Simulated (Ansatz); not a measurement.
Consider the formal loss of a carbene: `C[O][GaH][SeH]` → `[CH2]` (triplet) + `[OH][GaH][SeH]`.

Gas-phase electronic energies from Ansatz, PBE0-D4/def2-TZVP geometries. CBS: MP2 limit from def2 TZ/QZ plus the TZ coupled-cluster correction, frozen cores. This one scheme is used for every species. DFT in def2-TZVPP. B3LYP here is the variant with VWN-RPA as its local correlation; programs differ in this. HSE06 is defined as in plane-wave codes. Triplets are unrestricted, without spin–orbit coupling. For Ga, Se outer-core shells are correlated without core-valence functions, which leaves a few kJ/mol of doubt a bond. Scalar relativity is left out up to krypton. One conformer a species, not always the lowest.

```
          level  ΔE (eV)  difference from CCSD(T)/CBS
         PBE-D4     3.98                         0.10
         B97M-V     3.93                         0.05
        PBE0-D4     3.88                         0.00
       B3LYP-D4     3.88                         0.00
     r2SCAN0-D4     3.62                        -0.26
   CAM-B3LYP-D4     3.92                         0.04
         B2PLYP     3.83                        -0.05
            PBE     3.93                         0.05
          HSE06     3.84                        -0.04
        LC-ωPBE     3.78                        -0.10
   MP2/def2-SVP     3.86                        -0.02
 MP2/def2-TZVPP     3.87                        -0.01
CCSD/def2-TZVPP     3.68                        -0.20
 MP2/def2-QZVPP     3.92                         0.04
   HF/CBS(def2)     2.47                        -1.41
  MP2/CBS(def2)     3.96                         0.08
    CCSD(T)/CBS     3.88                            0
```

Problem. What do rigid-rotor, harmonic-oscillator terms from PBE0-D4/def2-TZVP frequencies (298.15 K, 1 bar) make of the CCSD(T)/CBS value? (An estimate is asked.)

Solution. The calculation gave: ΔZPE = -0.29 eV, ΔH = +3.65 eV, ΔS = 153 J/(mol·K), ΔG = +3.18 eV. Open shells count their whole term as degenerate.

Largest T1 diagnostic among the species: 0.013.

From PBE to PBE0 (25 % exact exchange), in def2-TZVPP and without D4, ΔE moves by −0.10 eV. At CCSD(T), def2-SVP lies −0.06 eV from the extrapolated value and def2-TZVPP −0.09 eV. Leaving LDA and LC-ωPBE aside and taking each functional with its dispersion term where it has one, the values, not all of them listed here, spread over 0.42 eV, from r2SCAN0-D4 to ωB97X-V. LDA lies +0.74 eV from PBE without D4.
